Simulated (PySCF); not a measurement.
**Stretching BeCl⁺**

Set-up: PySCF, no relativity, basis sets Be aug-pcseg-1, Cl aug-pcseg-1. Energies in eV from Be⁺ + Cl in their ground configurations at the same level. State: ¹Σ⁺ (singlet), closed shell.

All columns are PBE0. A positive dipole points towards Cl; it is taken about the centre of mass and depends on that origin.

```
R (Å)  E (eV)   μ (D)  Mulliken charge on Be (basis-dependent)  HOMO (eV)  LUMO (eV)  Mayer bond order  ⟨S²⟩
1.490  -3.132   -6.60                                     1.00     -17.19     -10.19              1.53  0.00
1.560  -3.751   -7.03                                     1.09     -16.86     -10.32              1.44  0.00
1.629  -4.095   -7.46                                     1.17     -16.55     -10.45              1.34  0.00
1.681  -4.217   -7.78                                     1.22     -16.33     -10.55              1.28  0.00
1.733  -4.249   -8.10                                     1.26     -16.12     -10.66              1.22  0.00
1.785  -4.212   -8.41                                     1.30     -15.92     -10.76              1.17  0.00
1.854  -4.079   -8.81                                     1.34     -15.67     -10.90              1.11  0.00
1.941  -3.819   -9.30                                     1.38     -15.38     -11.07              1.05  0.00
2.045  -3.423   -9.85                                     1.40     -15.08     -11.26              1.00  0.00
2.184  -2.830  -10.51                                     1.40     -14.75     -11.50              0.97  0.00
```

A fit through these points gives, at Re = 1.729 Å, μ = -8.07 D and dμ/dR = -6.05 D/Å; the reduced mass is 7.165 u.

Problem. How strong is the fundamental in the double-harmonic approximation, I = 42.26·(dμ/dR)²/μred km/mol?

Solution. I = 42.26·(-6.05)²/7.165 = 216 km/mol at PBE0.

For an ion De counts to the pair picked by the measured ionisation energies or electron affinities, which need not be the lowest pair at this level.
